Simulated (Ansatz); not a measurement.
C₃H₇ClSi (`C/C(Cl)=C\[SiH3]`). Charge 0, multiplicity 1.

```xyz
12

C     0.3665    1.5761    0.1067
C    -0.8182    0.7038    0.3203
Cl   -2.2271    1.5947    0.8297
C    -0.8848   -0.6148    0.1643
Si    0.5514   -1.6699   -0.3740
H     0.6205    2.1063    1.0279
H     1.2324    0.9935   -0.2124
H     0.1529    2.3308   -0.6543
H    -1.8352   -1.1002    0.3643
H     1.6842   -1.5815    0.5873
H     1.0609   -1.2573   -1.7102
H     0.0965   -3.0815   -0.4495
```

(1) Give the diagnostics of a CCSD(T)/def2-TZVPP run (frozen core, Ansatz). (Estimate.)

Answers

(1) Ansatz gave: T1 = 0.0109, largest single amplitude 0.019, largest double 0.065, (T) share of the correlation energy 4.2 %, 9 CCSD cycles. The RHF solution is stable towards an unrestricted one. T1 lies under the customary mark of 0.02 for closed shells.
